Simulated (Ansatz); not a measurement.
WO3⁺. The state is a doublet with charge 1. Geometry PBE-D4/def2-TZVP; atoms count from 1.

```xyz
4

W     0.025    0.167    0.553
O    -1.421   -0.674    0.068
O     1.272   -0.926    0.020
O     0.123    1.432   -0.641
```

In the def2 sets W takes a core potential; there is no spin–orbit coupling.

Q: Estimate the Mulliken populations from the PBE0/def2-TZVP orbitals of Ansatz.

A: 
```tsv
atom	charge (e)	spin (α − β)	d electrons
W1	1.64	-0.40	3.65
O2	-0.21	0.46	–
O3	-0.21	0.46	–
O4	-0.21	0.47	–
```
Mulliken values depend strongly on the basis.

Q: Where does the spin sit?

A: Summed by element: W -0.40, O 1.40, of 1 unpaired in all. Largest on single atoms: O4 0.47, O2 0.46, O3 0.46.

Q: And the Mayer bond orders between heavy atoms (over 0.3)?

A: W1–O2 1.91 (1.74 Å); W1–O3 1.91 (1.74 Å); W1–O4 1.91 (1.74 Å).
